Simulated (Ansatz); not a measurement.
Relaxed structures of CH4BrSi (charge +1), closed shell (PBE0-D4/def2-TZVP; forces vanish, vibrations not checked; lower isomers may exist, and structures with a doubtful reference or unclear bonds are left out; Å). Program: Ansatz 0.2.0. Basis: def2-TZVPP. Cores are frozen in the correlated methods. Filled d shells of the heavier atoms are correlated. The def2 sets are not built for correlating such inner shells, so the correlated values are less sure here.

(1) Rank them by CCSD(T) energy, lowest first, and give each one's height above the lowest. Links in brackets join atoms within 1.22 times the sum of their covalent radii (1.1 for two metals). (An estimate is asked for; the value comes from the calculation.)
A.
CH₄BrSi ([CH3][Si][BrH]), total charge +1
```
7
angstrom
C -0.6006 0.1802 -0.1373
Si 1.2317 0.1307 0.0916
Br 1.3088 -2.2805 0.9809
H -0.8659 1.1704 -0.5274
H -1.1456 0.0328 0.8038
H -0.9536 -0.5698 -0.8565
H -0.0715 -2.6749 0.9663
```
B.
CH₄BrSi ([SiH3][CH][Br]), total charge +1
```
7
angstrom
C 0.7801 -0.4418 0.1861
Si -0.8340 0.4659 -0.2769
Br 0.9634 -1.6415 1.4680
H -0.4123 1.8790 -0.1121
H -1.8970 -0.0071 0.6251
H -0.9637 0.0796 -1.7040
H 1.7104 -0.2464 -0.3542
```
C.
CH₄BrSi ([CH3][SiH][Br]), total charge +1
```
7
angstrom
C -0.1860 0.1098 -0.7908
Si 1.0012 -0.5033 0.4336
Br 0.6526 -2.2297 1.5999
H -0.4496 1.1437 -0.5311
H 0.3129 0.1462 -1.7686
H -1.0846 -0.5047 -0.8498
H 2.2846 0.1766 0.6799
```

The T1 diagnostic stays at or below 0.021. The restricted Hartree–Fock reference is unstable towards an unrestricted one at one or more of these structures.

Answers

(1) The calculation gives: C (0.0 kJ/mol), A (158.9 kJ/mol), B (283.7 kJ/mol). Heights count from the lowest.

For scale, one of the runs: CCSD(T)/def2-TZVPP, 177 basis functions, launched by `ansatz run in.yaml --threads 2 --pin off --events-out ev --progress --plain --max-ram 4352MiB`. The run took 43 s on 2 CPU threads of an Arm Neoverse V2 (shared host), with 1.6 GiB of host memory at its peak.
